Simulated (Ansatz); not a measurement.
Steps of a relaxation of C₄H₃F₃, SMILES `FC1=C[C@H](F)[C@@H]1F` with RKS PBE-D4/def2-SVP.

```sh
$ ansatz run in.yaml --threads 4 --pin off --events-out ev --progress --plain --max-ram 10444MiB
```

```yaml
crystal:
  periodic: [false, false, false]
  atoms:
    - {symbol: F, position_ang: [-2.193400, 1.070300, 0.535100]}
    - {symbol: C, position_ang: [-1.023100, 0.456000, 0.186200]}
    - {symbol: C, position_ang: [-0.806400, -0.485200, -0.742600]}
    - {symbol: C, position_ang: [0.693600, -0.518700, -0.385300]}
    - {symbol: F, position_ang: [1.249700, -1.695500, 0.084400]}
    - {symbol: C, position_ang: [0.403200, 0.605300, 0.667000]}
    - {symbol: F, position_ang: [0.692600, 0.290400, 1.938900]}
    - {symbol: H, position_ang: [-1.368400, -1.058600, -1.416900]}
    - {symbol: H, position_ang: [1.355800, -0.154400, -1.205800]}
    - {symbol: H, position_ang: [0.821600, 1.550900, 0.402400]}
basis:
  gaussian: {orbitals: def2-SVP}
hamiltonian: {xc: pbe, dispersion: d4}
relax: {f_tol: 0.03, max_steps: 200}
```

Positions (Å) and forces (eV/Å) along the path, 6 of 6 steps:

```xyz
10
step=1 energy=-12323.0898 eV
F    -2.193    1.070    0.535    1.430   -0.261   -0.241
C    -1.023    0.456    0.186   -1.739    0.150    0.640
C    -0.806   -0.485   -0.743    2.050    0.081    1.411
C     0.694   -0.519   -0.385   -0.135    0.149   -0.957
F     1.250   -1.696    0.084   -0.498    0.407    0.228
C     0.403    0.605    0.667   -1.006   -0.849   -0.487
F     0.693    0.290    1.939    0.177   -0.246    0.973
H    -1.368   -1.059   -1.417   -1.137   -0.803   -1.373
H     1.356   -0.154   -1.206    0.007   -0.106   -0.013
H     0.822    1.551    0.402    0.851    1.478   -0.181
10
step=2 energy=-12323.2961 eV
F    -2.158    1.089    0.528    0.801   -0.312   -0.016
C    -1.032    0.415    0.215   -0.951    0.439    0.168
C    -0.804   -0.523   -0.723    0.947   -0.133    0.297
C     0.691   -0.506   -0.403   -0.207   -0.114   -0.254
F     1.228   -1.662    0.121   -0.103    0.106    0.077
C     0.398    0.607    0.670   -0.542   -0.159   -0.529
F     0.704    0.278    1.949    0.142   -0.147    0.423
H    -1.379   -1.059   -1.474   -0.274   -0.057   -0.235
H     1.349   -0.166   -1.237   -0.013   -0.051    0.021
H     0.829    1.587    0.417    0.200    0.429    0.049
10
step=3 energy=-12323.3368 eV
F    -2.136    1.068    0.558    0.091   -0.014    0.060
C    -1.037    0.406    0.218   -0.223    0.069   -0.055
C    -0.793   -0.530   -0.726    0.202   -0.058   -0.075
C     0.689   -0.508   -0.412   -0.012    0.028   -0.030
F     1.207   -1.651    0.159   -0.009    0.016   -0.008
C     0.390    0.617    0.656   -0.087    0.020   -0.200
F     0.712    0.272    1.940    0.039   -0.004    0.093
H    -1.378   -1.040   -1.507    0.000    0.066    0.135
H     1.355   -0.197   -1.249    0.022   -0.035    0.026
H     0.817    1.623    0.425   -0.023   -0.089    0.054
10
step=4 energy=-12323.3406 eV
F    -2.134    1.065    0.568   -0.004    0.014    0.034
C    -1.039    0.411    0.211   -0.034   -0.048   -0.036
C    -0.787   -0.525   -0.731    0.029   -0.030   -0.054
C     0.691   -0.505   -0.418   -0.026    0.038    0.039
F     1.201   -1.647    0.162    0.014   -0.034   -0.001
C     0.386    0.617    0.650    0.038    0.071   -0.042
F     0.708    0.269    1.938   -0.010    0.005   -0.024
H    -1.382   -1.045   -1.496   -0.001    0.036    0.044
H     1.367   -0.202   -1.249    0.004   -0.009    0.013
H     0.816    1.622    0.429   -0.009   -0.044    0.026
10
step=5 energy=-12323.3412 eV
F    -2.135    1.056    0.578   -0.018    0.002    0.006
C    -1.040    0.409    0.211    0.025    0.005   -0.023
C    -0.785   -0.522   -0.737   -0.021   -0.011    0.007
C     0.692   -0.505   -0.417    0.015    0.026   -0.024
F     1.195   -1.649    0.165   -0.007    0.005    0.006
C     0.385    0.621    0.645    0.007   -0.025    0.032
F     0.707    0.273    1.934    0.001    0.008    0.005
H    -1.384   -1.040   -1.497    0.002    0.005    0.002
H     1.374   -0.206   -1.245    0.004   -0.007   -0.001
H     0.816    1.625    0.428   -0.008   -0.008   -0.011
10
step=6 energy=-12323.3412 eV
F    -2.135    1.056    0.579   -0.001   -0.003   -0.001
C    -1.040    0.409    0.210    0.006    0.002    0.003
C    -0.785   -0.522   -0.737   -0.006    0.002    0.002
C     0.692   -0.504   -0.418    0.004    0.004   -0.006
F     1.194   -1.649    0.165   -0.001   -0.003    0.003
C     0.386    0.620    0.645   -0.002   -0.006    0.013
F     0.707    0.274    1.935    0.000    0.002   -0.007
H    -1.385   -1.040   -1.497    0.000    0.001   -0.003
H     1.375   -0.207   -1.245    0.001   -0.001    0.001
H     0.816    1.624    0.427   -0.001    0.002   -0.005
```

Hardware: 4 threads of an Arm Neoverse V1 on a shared host. Wall time 8.5 s, peak host memory 0.15 GiB.
